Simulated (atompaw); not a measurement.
Plane-wave convergence, PAW (atompaw) potential for tantalum

atompaw 4.2.0.5 input, output lines left out:

```
Ta 73
GGA-PBE scalarrelativistic loggrid 2001 logderivrange -7 5 301
6 6 5 4 0 0
6 0 1
6 1 1
5 2 3
0 0 0
c
c
c
c
v
v
c
c
c
v
v
c
c
v
c
2
2.55 2.35 2.05 1.55
n
n
y
0.05
n
custom rrkj vanderbiltortho sinc
bessel
1.50
1.55
1.65
2.05
2.55
2.55
```

The pseudo-atom Hamiltonian at the reference potential is diagonalised in spherical Bessel functions j_l(qr) that vanish at 20 bohr, with q² up to the cutoff. All-electron valence levels (Ry): 5s -5.4779, 6s -0.4709, 5p -3.0081, 6p -0.1543, 5d -0.3595.

How do the lowest levels (Ry) of each channel move with the cutoff, and are there ghosts?

```
cutoff (Ry)     s #1     s #2     p #1     p #2     d #1    d #2    f #1    f #2  Σ f·Δε (mRy)
          8  -5.1472  -0.4178  -2.7553  -0.1100  -0.2760  0.0341  0.0864  0.2008        2526.7
         12  -5.3835  -0.4535  -2.9187  -0.1232  -0.3526  0.0316  0.0864  0.2008         794.4
         18  -5.4669  -0.4674  -2.9798  -0.1357  -0.3592  0.0313  0.0864  0.2008         214.6
         25  -5.4768  -0.4699  -3.0043  -0.1505  -0.3594  0.0313  0.0864  0.2008          30.2
         35  -5.4776  -0.4708  -3.0076  -0.1541  -0.3595  0.0313  0.0864  0.2008           4.0
         45  -5.4778  -0.4709  -3.0079  -0.1542  -0.3595  0.0313  0.0864  0.2008           2.0
         55  -5.4779  -0.4709  -3.0080  -0.1543  -0.3595  0.0313  0.0864  0.2008           0.6
         70  -5.4779  -0.4709  -3.0081  -0.1543  -0.3595  0.0313  0.0864  0.2008           0.4
        400  -5.4779  -0.4709  -3.0081  -0.1543  -0.3595  0.0313  0.0864  0.2008           0.0
```

Result: no extra level below or beside the all-electron valence levels (s, p, d, f tested); 10 mRy is reached at 30 Ry and 1 mRy at 55 Ry.
